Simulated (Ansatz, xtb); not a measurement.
System: sum formula SiPH$_{5}$ (charge +1, doublet). 
Geometry from a B3LYP-D3(BJ)/def2-TZVP (Ansatz, an electronic-structure program) optimisation:
```
Si
H 1 1.4686
H 1 1.4686 2 116.77
H 1 1.4748 2 115.83 3 -141.80
P 1 2.3251 2 101.73 4 -108.46
H 5 1.4049 1 119.38 2 52.42
H 5 1.4049 6 106.27 1 -138.66
```
Charge +1, spin multiplicity 2.

Harmonic wavenumbers from GFN2-xTB (xtb, at its own minimum), cm⁻¹: 60, 213, 239, 294, 440, 467, 702, 703, 714, 1007, 2276, 2321, 2334, 2334, 2396.

Give the harmonic wavenumbers at B3LYP-D3(BJ)/def2-TZVP (Ansatz, finite differences of forces, unscaled).

112, 337, 366, 389, 575, 651, 838, 918, 924, 1072, 2255, 2305, 2325, 2467, 2504 cm⁻¹. Zero-point energy 25.8 kcal/mol.

From these and the geometry, give the ideal-gas thermochemistry at 298.15 K and 1 atm (rigid rotor, harmonic oscillator).

Point group C1, rotational symmetry number 1. Rotational constants 54.62, 5.231, 5.117 GHz. S(trans) 38.39, S(rot) 22.91, S(vib) 7.93, S(elec, spin only) 1.38, S 70.6 cal/(mol K). H(298) - H(0) 3.79 kcal/mol; G - E(el) 8.5 kcal/mol.
